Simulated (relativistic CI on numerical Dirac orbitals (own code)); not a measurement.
# Cd3+: 4d valence photoemission

Computed with this model: Dirac-Coulomb-Breit CI, orbitals from a KLI potential per configuration, model QED, valence Slater integrals scaled by 0.9, multiplet model of photoemission in the sudden approximation; configurations [Kr] 4d9 → [Kr] 4d8; 80 K; Lorentzian 0.3 eV and Gaussian 0.5 eV FWHM. Energies are those of the free ion, without screening or charge transfer. The energies are binding energies and can lie tens of eV above those of solids. S is read from ⟨S²⟩ = S(S + 1).

Field parameters in Wybourne normalisation: Oh B⁴₀ = 21Dq, B⁴₄ = √(5/14) B⁴₀. The field is a parameter set, without covalency.

Peaks in eV (height, largest 100): 49.1 (59), 51.0 (41), 52.5 (100), 53.8 (87), 55.0 (37), 56.5 (9).

Problem. Which surroundings give this spectrum?
A. Oh, 10Dq = 6000 cm⁻¹
B. free ion
C. Oh, 10Dq = 16500 cm⁻¹
D. Oh, 10Dq = 27050 cm⁻¹

Solution. D. Oh, 10Dq = 27050 cm⁻¹, where the ground state has S = 0.50.
